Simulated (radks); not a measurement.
Values are calculated unless marked as measured or tabulated.
Task: These are the eigenvalues of the occupied orbitals of an atom or ion with whole-number occupations (eV). Level of theory: scalar-relativistic Kohn-Sham, PBE, spin-polarised, spherical densities, point nucleus (a radial shooting solver on a logarithmic mesh with Libxc functionals).

orbital  eigenvalue
1s up     -1791.848
1s down   -1791.751
2s up     -145.2647
2s down   -145.1536
2p up     -101.3547
2p down   -101.2082
3s up      -15.9059
3s down    -14.7562
3p up       -8.5562
4p up       -1.3322

Which element is it, and in what charge state? The configuration may be excited. Open shells, if any, are filled with parallel spins first.

Result: Z = 14, silicon, charge 0: Si in [Ne] 3s2 3p1 4p1. The list shows which subshells hold electrons but not how many an open one holds; the 1s level, -65.849 hartree, gives Z - s = 11.5 by -(Z - s)^2/2, which with screening and relativity narrows Z to a few neighbours, and the depths of the outer levels then fix element, charge and occupations together.
